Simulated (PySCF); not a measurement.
Hf(OMe)(H)3 (CH₆HfO), SMILES [HfH3][O]C, multiplicity 1.

The structure is a stationary point at PBE-D3(BJ)/def2-SVP. The spin state was assumed, not searched. The structure was generated by enumeration; whether it is a known compound was not checked. The def2 effective core potentials stand for the cores of Hf; spin–orbit coupling is left out.

All values below come from PBE-D3(BJ)/def2-SVP (PySCF 2.14.0).

Frequencies are harmonic and unscaled.

Modes within 1.5 cm⁻¹ of each other (mostly degenerate sets) share a row, with their intensities summed.

```
mode   ν (cm⁻¹)  IR (km/mol)  moving atoms (share of kinetic energy)
-----  --------  -----------  --------------------------------------
1            49          0.0                                 H 100 %
2–3         117          9.7                  O 61 %, H 25 %, C 13 %
4–5         386         61.9                           H 90 %, O 8 %
6           457         20.1                  H 42 %, C 31 %, O 21 %
7           590        220.6                  H 69 %, C 16 %, Hf 9 %
8–9         658        128.2                                 H 100 %
10–11      1131          0.3                          H 76 %, C 19 %
12         1199        455.6                          O 61 %, C 37 %
13–14      1415         10.3                                  H 97 %
15         1418         11.1                                  H 88 %
16–17      1650       1038.2                                  H 99 %
18         1696        160.7                                 H 100 %
19         2945         72.4                                  H 98 %
20–21      3038         35.0                          H 90 %, C 10 %
```
